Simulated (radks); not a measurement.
Spherical quantum dot in the effective-mass picture: electrons in a parabolic well V = omega^2 r^2 / 2 with omega = 0.313, with a point charge +1 (a donor) at the centre, all in effective atomic units (hartree* = m*/eps^2 hartree, bohr* = eps/m* bohr), one dielectric constant everywhere. Calculated with a radial shooting solver with Libxc functionals: non-relativistic Kohn-Sham, exchange-only LDA, spin-polarised, spherical densities. Levels are named by radial order and angular momentum (1s, 1p, 1d, 2s, ...), and open shells are averaged over m. Each electron was tried in the lowest free levels, single moves between levels near the top were tried too, and the lowest total energy was kept; such a search can miss a lower state. At N = 1 the Hartree and exchange-correlation terms need not cancel, so that row can carry a self-interaction error.

N,open shells,2S,E (hartree*),mu = E(N) - E(N-1) (hartree*),addition energy mu(N+1) - mu(N) (hartree*),e(HOMO) (hartree*),rms radius (bohr*)
1,"1s(up 1, down 0)",1,-0.333044,-0.33304,0.6571,-0.074761,1.442
2,none,0,-0.00900732,0.32404,0.7727,0.50832,1.733
3,"1p(up 1, down 0)",1,1.08774,1.0967,0.2576,1.2242,2.265
4,"1p(up 2, down 0)",2,2.44210,1.3544,0.2572,1.4840,2.564
5,"1p(up 3, down 0)",3,4.05362,1.6115,0.3477,1.7376,2.782
6,"1p(up 3, down 1)",2,6.01280,1.9592,0.2113,2.0623,2.976
7,"1p(up 3, down 2)",1,8.18323,2.1704,0.2170,2.2790,3.139
8,none,0,10.5707,2.3874,0.3031,2.4953,3.282
9,"2s(up 1, down 0)",1,13.2612,2.6906,0.2417,2.7916,3.442
10,none,0,16.1934,2.9322,0.2541,3.0326,3.585
11,"1d(up 1, down 0)",1,19.3798,3.1863,0.1857,3.2794,3.717
12,"1d(up 2, down 0)",2,22.7517,3.3720,0.1836,3.4642,3.836
13,"1d(up 3, down 0)",3,26.3074,3.5556,0.1813,3.6467,3.945
14,"1d(up 4, down 0)",4,30.0442,3.7369,0.1788,3.8267,4.046
15,"1d(up 5, down 0)",5,33.9599,3.9156,0.2354,4.0042,4.141
16,"1d(up 5, down 1)",4,38.1109,4.1511,0.1667,4.2345,4.234
17,"1d(up 5, down 2)",3,42.4287,4.3177,0.1658,4.4008,4.321
18,"1d(up 5, down 3)",2,46.9121,4.4835,0.1644,4.5659,4.404
19,"1d(up 5, down 4)",1,51.5601,4.6479,0.1629,4.7296,4.483
20,none,0,56.3709,4.8108,0.3006,4.8917,4.559
21,"1f(up 1, down 0)",1,61.4823,5.1114,0.1533,5.1882,4.642
22,"1f(up 2, down 0)",2,66.7470,5.2647,0.1522,5.3410,4.720
23,"1f(up 3, down 0)",3,72.1639,5.4169,0.1510,5.4926,4.795
24,"1f(up 4, down 0)",4,77.7317,5.5678,0.1497,5.6429,4.867
25,"1f(up 5, down 0)",5,83.4493,5.7175,0.1484,5.7920,4.936
26,"1f(up 6, down 0)",6,89.3152,5.8660,0.1472,5.9398,5.002
27,"1f(up 7, down 0)",7,95.3284,6.0132,0.1960,6.0863,5.067
28,"1f(up 7, down 1)",6,101.538,6.2092,0.1410,6.2798,5.130
29,"1f(up 7, down 2)",5,107.888,6.3503,0.1404,6.4206,5.191
30,"1f(up 7, down 3)",4,114.379,6.4906,0.1396,6.5605,5.251
31,"1f(up 7, down 4)",3,121.009,6.6302,0.1387,6.6997,5.309
32,"1f(up 7, down 5)",2,127.778,6.7689,0.1379,6.8380,5.365
33,"1f(up 7, down 6)",1,134.684,6.9068,0.1370,6.9754,5.420
34,none,0,141.728,7.0437,0.1635,7.1119,5.474
35,"2p(up 1, down 0)",1,148.935,7.2072,0.1368,7.2756,5.527
36,"2p(up 2, down 0)",2,156.279,7.3440,0.1367,7.4125,5.579
37,"2p(up 3, down 0)",3,163.760,7.4808,0.1683,7.5490,5.630
38,"2p(up 3, down 1)",2,171.409,7.6491,0.1323,7.7152,5.680
39,"2p(up 3, down 2)",1,179.191,7.7814,0.1323,7.8476,5.729
40,none,0,187.104,7.9137,-,7.9798,5.777

All shells are closed at N = 2, 8, 10, 20, 34, 40 (there: 1s2 1p6 1d10 2s2 1f14 2p6); the second difference of the energy has clear peaks (12 % above both neighbours; the first and last values, which can be the largest, are not judged, and half-filled shells can peak too) at N = 2, 5, 8, 15, 20, 27, 34, 37.
